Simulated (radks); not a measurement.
Species: the mercury ion Hg+. Configuration: [Xe] 4f14 5d10 6s1. All-electron calculation, scalar-relativistic Kohn-Sham, PBEsol, spin-polarised, spherical densities, finite nucleus; open shells are filled with parallel spins first (spin-orbit coupling, left out, can overturn this in heavy ions); Fermi nuclear charge, rms radius 5.4648 fm. Program: a radial shooting solver on a logarithmic mesh with Libxc functionals.

Normalised radial functions P(r) = r R(r), r in bohr:

| r | 5p up |
|---|---|
| 0.002086 | 0.0086 |
| 0.003291 | 0.0180 |
| 0.005151 | 0.0367 |
| 0.008062 | 0.0725 |
| 0.01272 | 0.1359 |
| 0.01991 | 0.2244 |
| 0.03116 | 0.2993 |
| 0.04916 | 0.2427 |
| 0.07695 | -0.0649 |
| 0.1204 | -0.4119 |
| 0.19 | -0.1380 |
| 0.2974 | 0.5710 |
| 0.4655 | 0.2096 |
| 0.7345 | -0.9505 |
| 1.15 | -1.0131 |
| 1.799 | -0.3604 |
| 2.839 | -0.0426 |
| 4.443 | -0.0012 |
| 6.955 | 0.0000 |

5p up: eigenvalue -75.659 eV, 3 radial nodes at r = 0.0716, 0.207, 0.505 bohr, <r> = 1.04 bohr, 90 % of the charge inside 1.51 bohr.
